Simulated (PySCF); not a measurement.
C2H3AlBr2, singlet, at a GFN2-xTB geometry (such geometries of metal compounds can be far from the true shape), with bond 6-4 at 1.4 times its length; CASSCF(6,5)/STO-3G in PySCF.

Input for PySCF:
```python
from pyscf import gto, scf, mcscf
import numpy

mol = gto.Mole()
mol.atom = '''
    Al   -0.052550   -0.295598   -0.345964
    Br   -0.504744   -1.411064    1.563398
    Br    0.529023    1.884081   -0.252408
    C    -0.154123   -1.183091   -2.096333
    C     0.118587   -0.498489   -3.207176
    H    -0.540555   -2.653580   -2.234390
    H     0.078144   -0.936925   -4.195165
    H     0.398622    0.547011   -3.175966
'''
mol.basis = 'sto-3g'
mol.charge = 0
mol.spin = 0
mol.verbose = 4
mol.build()

mf = scf.RHF(mol)
mf.kernel()
mc = mcscf.CASSCF(mf, 5, 6)
mc.fix_spin_(ss=0.0)
mc.kernel()
occ = numpy.linalg.eigvalsh(mc.fcisolver.make_rdm1(mc.ci, mc.ncas, mc.nelecas))[::-1]
ss = mc.fcisolver.spin_square(mc.ci, mc.ncas, mc.nelecas)[0]
print('natural occupations', occ.round(4), ' <S^2>', round(ss, 4))
```

It wrote (shortened):

```
PySCF version 2.14.0

[INPUT] verbose = 4
[INPUT] num. atoms = 8
[INPUT] num. electrons = 98
[INPUT] charge = 0
[INPUT] spin (= nelec alpha-beta = 2S) = 0
[INPUT] symmetry False subgroup None
[INPUT] Mole.unit = angstrom
[INPUT] Symbol           X                Y                Z      unit          X                Y                Z       unit  Magmom
[...]
nuclear repulsion = 585.371682401801
number of shells = 30
number of NR pGTOs = 174
number of NR cGTOs = 58
basis = sto-3g
ecp = {}

******** <class 'pyscf.scf.hf.RHF'> ********
method = RHF
initial guess = minao
damping factor = 0
level_shift factor = 0
DIIS = <class 'pyscf.scf.diis.CDIIS'>
diis_start_cycle = 1
diis_space = 8
diis_damp = 0
SCF conv_tol = 1e-09
SCF conv_tol_grad = None
SCF max_cycles = 50
direct_scf = True
direct_scf_tol = 1e-13
Set gradient conv threshold to 3.16228e-05
Initial guess from minao.
init E= -5397.43649543245
[...]
cycle= 1 E= -5404.8260111361  delta_E= -7.39  |g|= 0.408  |ddm|= 3.38
[...]
cycle= 2 E= -5404.93727916787  delta_E= -0.111  |g|= 0.0995  |ddm|= 1.14
[...]
cycle= 3 E= -5404.94369554532  delta_E= -0.00642  |g|= 0.0313  |ddm|= 0.236
[...]
cycle= 4 E= -5404.94452432277  delta_E= -0.000829  |g|= 0.00801  |ddm|= 0.106
[...]
cycle= 5 E= -5404.94457024598  delta_E= -4.59e-05  |g|= 0.00469  |ddm|= 0.0199
[...]
cycle= 6 E= -5404.94457982664  delta_E= -9.58e-06  |g|= 0.00106  |ddm|= 0.00881
[...]
cycle= 7 E= -5404.9445808127  delta_E= -9.86e-07  |g|= 0.000262  |ddm|= 0.00356
[...]
cycle= 8 E= -5404.94458084795  delta_E= -3.52e-08  |g|= 6.4e-05  |ddm|= 0.000558
[...]
cycle= 9 E= -5404.94458085059  delta_E= -2.65e-09  |g|= 1.06e-05  |ddm|= 0.00017
[...]
cycle= 10 E= -5404.9445808507  delta_E= -1.06e-10  |g|= 1.44e-06  |ddm|= 3.63e-05
[...]
Extra cycle  E= -5404.94458085072  delta_E= -1.73e-11  |g|= 5.36e-07  |ddm|= 3.28e-06
converged SCF energy = -5404.94458085072

******** <class 'pyscf.mcscf.mc1step.CASSCF'> ********
CAS (3e+3e, 5o), ncore = 46, nvir = 7
max_cycle_macro = 50
max_cycle_micro = 4
conv_tol = 1e-07
conv_tol_grad = None
orbital rotation max_stepsize = 0.02
orbital rotation threshold for CI restart = 0.01
augmented hessian ah_max_cycle = 30
augmented hessian ah_conv_tol = 1e-12
augmented hessian ah_linear dependence = 1e-14
augmented hessian ah_level shift = 1e-08
augmented hessian ah_start_tol = 2.5
augmented hessian ah_start_cycle = 3
augmented hessian ah_grad_trust_region = 3
kf_trust_region = 3
kf_interval = 4
ci_response_space = 4
ci_grad_trust_region = 3
with_dep4 0
natorb = False
canonicalization = True
sorting_mo_energy = False
ao2mo_level = 2
internal_rotation = False
******** <class 'pyscf.fci.addons.SpinPenaltyFCISolver'> ********
max. cycles = 50
conv_tol = 1e-08
davidson only = True
linear dependence = 1e-12
level shift = 0.001
max iter space = 12
nroots = 1
pspace_size = 400
spin = None
CASCI E = -5404.94530402915  S^2 = 0.0000000
Set conv_tol_grad to 0.000316228
macro iter   1 ( 12 JK    3 micro), CASSCF E = -5404.94563467861  dE = -3.30649461e-04  S^2 = 0.0000000
               |grad[o]|=0.00218  |grad[c]|=0.00228  |ddm|=0.00999  |maxRot[o]|=0.123
macro iter   2 (  7 JK    2 micro), CASSCF E = -5404.94597336577  dE = -3.38687165e-04  S^2 = 0.0000000
               |grad[o]|=0.00241  |grad[c]|=0.00144  |ddm|=0.00887  |maxRot[o]|=0.0698
macro iter   3 (  7 JK    2 micro), CASSCF E = -5404.94654173898  dE = -5.68373202e-04  S^2 = 0.0000000
               |grad[o]|=0.00294  |grad[c]|=0.00139  |ddm|=0.00973  |maxRot[o]|=0.0699
macro iter   4 ( 21 JK    4 micro), CASSCF E = -5404.95185963813  dE = -5.31789915e-03  S^2 = 0.0000000
               |grad[o]|=0.00418  |grad[c]|=0.0092  |ddm|=0.0523  |maxRot[o]|=0.255
macro iter   5 ( 21 JK    4 micro), CASSCF E = -5404.95617475942  dE = -4.31512128e-03  S^2 = 0.0000000
               |grad[o]|=0.00844  |grad[c]|=0.017  |ddm|=0.00701  |maxRot[o]|=0.207
macro iter   6 ( 21 JK    4 micro), CASSCF E = -5404.96093906692  dE = -4.76430750e-03  S^2 = 0.0000000
[...]
               |grad[o]|=0.000566  |grad[c]|=0.00112  |ddm|=0.000332  |maxRot[o]|=0.0369
macro iter  33 (  7 JK    2 micro), CASSCF E = -5405.00522952003  dE = -2.94350657e-05  S^2 = 0.0000000
               |grad[o]|=0.00046  |grad[c]|=0.00274  |ddm|=0.000834  |maxRot[o]|=0.0508
macro iter  34 (  5 JK    1 micro), CASSCF E = -5405.00524131683  dE = -1.17967920e-05  S^2 = 0.0000000
               |grad[o]|=0.000252  |grad[c]|=0.00198  |ddm|=0.0005  |maxRot[o]|=0.0341
macro iter  35 ( 17 JK    4 micro), CASSCF E = -5405.00517417621  dE =  6.71406124e-05  S^2 = 0.0000000
               |grad[o]|=0.000587  |grad[c]|=0.0214  |ddm|=0.00238  |maxRot[o]|=0.106
macro iter  36 ( 21 JK    4 micro), CASSCF E = -5405.00517365317  dE =  5.23047675e-07  S^2 = 0.0000000
               |grad[o]|=0.00091  |grad[c]|=0.00102  |ddm|=0.000182  |maxRot[o]|=0.00809
macro iter  37 ( 25 JK    4 micro), CASSCF E = -5405.00518894598  dE = -1.52928169e-05  S^2 = 0.0000000
               |grad[o]|=0.000585  |grad[c]|=0.00043  |ddm|=0.000125  |maxRot[o]|=0.0159
macro iter  38 (  7 JK    2 micro), CASSCF E = -5405.00520686972  dE = -1.79237331e-05  S^2 = 0.0000000
               |grad[o]|=0.000392  |grad[c]|=0.000549  |ddm|=0.000255  |maxRot[o]|=0.0202
macro iter  39 (  7 JK    2 micro), CASSCF E = -5405.00523310168  dE = -2.62319591e-05  S^2 = 0.0000000
               |grad[o]|=0.00032  |grad[c]|=0.00216  |ddm|=0.000775  |maxRot[o]|=0.0375
macro iter  40 (  7 JK    2 micro), CASSCF E = -5405.00524873992  dE = -1.56382403e-05  S^2 = 0.0000000
               |grad[o]|=0.000195  |grad[c]|=0.00355  |ddm|=0.00133  |maxRot[o]|=0.0472
macro iter  41 ( 12 JK    3 micro), CASSCF E = -5405.00523725694  dE =  1.14829763e-05  S^2 = 0.0000000
               |grad[o]|=0.000259  |grad[c]|=0.00215  |ddm|=0.000559  |maxRot[o]|=0.0418
macro iter  42 ( 21 JK    4 micro), CASSCF E = -5405.00523790253  dE = -6.45586624e-07  S^2 = 0.0000000
               |grad[o]|=0.000565  |grad[c]|=0.001  |ddm|=0.000211  |maxRot[o]|=0.00755
macro iter  43 (  7 JK    2 micro), CASSCF E = -5405.00524800714  dE = -1.01046098e-05  S^2 = 0.0000000
               |grad[o]|=0.000225  |grad[c]|=0.00134  |ddm|=0.000602  |maxRot[o]|=0.0354
macro iter  44 (  6 JK    1 micro), CASSCF E = -5405.00525167323  dE = -3.66608947e-06  S^2 = 0.0000000
               |grad[o]|=0.000133  |grad[c]|=0.00152  |ddm|=0.000356  |maxRot[o]|=0.0236
macro iter  45 ( 12 JK    3 micro), CASSCF E = -5405.00523414263  dE =  1.75305913e-05  S^2 = 0.0000000
               |grad[o]|=0.000301  |grad[c]|=0.0015  |ddm|=0.000348  |maxRot[o]|=0.049
macro iter  46 (  7 JK    2 micro), CASSCF E = -5405.00524315209  dE = -9.00945179e-06  S^2 = 0.0000000
               |grad[o]|=0.000434  |grad[c]|=0.000163  |ddm|=0.00017  |maxRot[o]|=0.0177
macro iter  47 (  7 JK    2 micro), CASSCF E = -5405.00525131477  dE = -8.16268221e-06  S^2 = 0.0000000
               |grad[o]|=0.000264  |grad[c]|=0.00027  |ddm|=0.000301  |maxRot[o]|=0.0284
macro iter  48 (  4 JK    1 micro), CASSCF E = -5405.00525192264  dE = -6.07870788e-07  S^2 = 0.0000000
               |grad[o]|=8.91e-05  |grad[c]|=0.00052  |ddm|=8.45e-05  |maxRot[o]|=0.00395
macro iter  49 ( 12 JK    3 micro), CASSCF E = -5405.00524188428  dE =  1.00383604e-05  S^2 = 0.0000000
               |grad[o]|=0.000292  |grad[c]|=0.00113  |ddm|=0.000417  |maxRot[o]|=0.0415
macro iter  50 ( 17 JK    4 micro), CASSCF E = -5405.00524764484  dE = -5.76055754e-06  S^2 = 0.0000000
               |grad[o]|=0.000328  |grad[c]|=0.00111  |ddm|=0.000196  |maxRot[o]|=0.0177
1-step CASSCF not converged,  50 macro (549 JK 130 micro) steps
CASSCF canonicalization
Density matrix diagonal elements [1.88433261 1.99036572 1.98260792 0.11703342 0.02566032]
CASSCF energy = -5405.00524764484
CASCI E = -5405.00524764484  E(CI) = -8.47890265568822  S^2 = 0.0000000
natural occupations [1.9985 1.9748 1.8843 0.117  0.0253]  <S^2> 0.0
```

Convergence was not reached.
